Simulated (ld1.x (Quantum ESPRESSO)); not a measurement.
**Configuration tests for bromine (Br) (PAW)**

```
Element                 : Br (Z = 35)
Generator               : ld1.x (Quantum ESPRESSO) 7.5
Type                    : PAW
Functional              : PBEsol
Relativity              : scalar-relativistic
Frozen core             : [Ar] 3d10
Valence charge          : 7
Reference configuration : 4s1 4p6
Partial waves           : 4s (bound): rcut 1.30, rcutus 1.50 bohr; 4s channel at -1.2 Ry: rcut 1.30, rcutus 1.50 bohr; 4p (bound): rcut 1.20, rcutus 1.40 bohr; 4p channel at 3.65 Ry: rcut 1.20, rcutus 1.40 bohr
Local potential         : all-electron potential smoothed inside 1.05 bohr (lloc = -2)
Core correction         : Bessel-smoothed model core, default radius (core density twice the valence density)
Augmentation charge     : PSQ, inside the norm-conserving radii
```

Energies are relative to the spin-unpolarised reference configuration 4s1 4p6; without spin polarisation the order of configurations can differ from experiment. The frozen-core shift is the all-electron ΔE with the core orbitals held at their reference shape minus the fully relaxed ΔE.

| valence configuration | charge | ΔE all-electron (eV) | error AE − PS (meV) | frozen-core shift (meV) |
| --- | --- | --- | --- | --- |
| 4s2 4p5 | 0 | -12.376 | -2.8 | +3.9 |
| 4s2 4p4 | +1 | 0.177 | -2.0 | +1.9 |
| 4s2 4p5.3 | -0.3 | -14.338 | -3.2 | +4.7 |
| 4s2 4p1 | +4 | 103.023 | -157 | +167 |
| 4s2 4p4.5 | +0.5 | -7.303 | -2.1 | +2.6 |
| 4s2 4p2 | +3 | 56.958 | -49 | +52 |

Question: What are ΔE and the potential's error for 4s2 4p3?

Answer: ΔE = 22.949 eV all-electron; the error (AE − PS) is -10 meV.

Levels in the configuration 4s2 4p4.5:

```
level  all-electron (eV)  pseudo (eV)
   4s            -25.097      -25.088
   4p            -12.501      -12.498
```
